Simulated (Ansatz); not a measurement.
BeN2H4⁻, that is Be(NH2)2 with one electron more. Charge -1, multiplicity 2. Geometry r2SCAN-D4/def2-TZVP, that of the neutral singlet; atoms count from 1.

```xyz
7

Be    0.0003   -0.0003    0.0004
N    -1.2978   -0.0654    0.7719
H    -1.7121    0.7002    1.2784
H    -1.8827   -0.8807    0.8583
N     1.2980    0.0651   -0.7716
H     2.2104   -0.1326   -0.3937
H     1.3839    0.3136   -1.7438
```

The highest occupied level of the charge -1 doublet lies above zero (up to 1.83 eV). By energy differences it is unbound by 0.76 eV (vertical, to the charge 0 singlet, at PBE0-D4/def2-TZVPD) and held by the finite basis.

**Question.** Estimate the Mulliken populations from the PBE0/def2-TZVPD orbitals of Ansatz.

**Answer.** 
```csv
atom,charge (e),spin (α − β)
Be1,-1.90,1.61
N2,0.23,-0.46
H3,0.11,0.08
H4,0.11,0.08
N5,0.23,-0.46
H6,0.11,0.08
H7,0.11,0.08
```
Mulliken values and Mayer orders depend strongly on the basis. With diffuse functions, as here, like atoms can get unlike values, and bond orders can come out too low or too high.

**Question.** Where does the spin sit?

**Answer.** Summed by element: Be 1.61, N -0.92, H 0.31, of 1 unpaired in all. Largest on single atoms: Be1 1.61, N5 -0.46, N2 -0.46.
